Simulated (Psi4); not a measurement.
HCl₃Ge, singlet, geometry from GFN2-xTB. Base run: HF/3-21G run with Psi4.

Input for Psi4:
```
memory 2 GB

molecule mol {
0 1
Ge   -0.029779   -0.002099    0.416850
Cl   -0.201481    1.973713   -0.305508
Cl    1.836427   -0.791700   -0.173849
Cl   -1.570755   -1.177489   -0.419194
H    -0.138315   -0.009749    1.936159
}

set {
  basis 3-21g
  reference rhf
  stability_analysis check
  scf_type pk
}

energy('scf')
print_variables()
```

The bond that is stretched is that between atoms 3 and 1. A test that says stable can miss a lower solution.

Each row names what was changed in the base input (with any setting that the change needs).

| change | ΔE vs base (eV) | <S^2> | outcome |
|---|---|---|---|
| base | 0.00 | 0.000 | converged |
| stability_analysis = follow; reference = uhf | 0.00 | 0.000 | converged |
| bond × 1.25 | 0.82 | 0.000 | converged |
| stability_analysis = follow; reference = uhf; bond × 1.25 | 0.82 | 0.000 | converged |
| bond × 1.5 | 2.48 | 0.000 | converged |
| stability_analysis = follow; reference = uhf; bond × 1.5 | 2.12 | 0.646 | converged |
| bond × 1.8 | 4.08 | 0.000 | converged |
| stability_analysis = follow; reference = uhf; bond × 1.8 | 2.49 | 0.950 | converged |
| bond × 2.2 | 5.43 | 0.000 | converged |
| stability_analysis = follow; reference = uhf; bond × 2.2 | - | - | not converged |
| bond × 3.0 | - | - | not converged |
| stability_analysis = follow; reference = uhf; bond × 3.0 | - | - | not converged |

Psi4 reported an instability in these rows: stability_analysis = follow; reference = uhf; bond × 1.5; stability_analysis = follow; reference = uhf; bond × 1.8; stability_analysis = follow; reference = uhf; bond × 2.2 (restricted rows aren't judged here).

Where a bond breaks into two radicals, a solution with restricted orbitals usually stops being the lowest and lies too high; an unrestricted one lies lower at the price of spin contamination, which <S^2> shows.
